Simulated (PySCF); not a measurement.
Correlation energy of Ge⁺ (germanium, charge +1)

[Ar] 3d10 4s1 4p1 4d1, one real determinant (an excited configuration). Calculation: PySCF 2.14, in aug-cc-pVDZ-PP with ECP10MDF (5s4p3d, 32 functions); scalar relativity through the core potential. Frozen: 3s2 3p6 3d10; 3 electrons correlated.

MP2 pair energies summed by pair of shells (mhartree):

```json
{"pair": "4s-4p", "energy": "-1.97", "share (%)": "40.0"}
{"pair": "4p-4d", "energy": "-1.60", "share (%)": "32.6"}
{"pair": "4s-4d", "energy": "-1.35", "share (%)": "27.4"}
```

Total MP2 correlation energy: -4.92 mhartree.

Same-spin part -4.92 and opposite-spin part 0.00 mhartree; SCS-MP2 scales them by 1/3 and 6/5 to -1.64 mhartree.

The reference is one real determinant that mixes LS terms of this configuration.
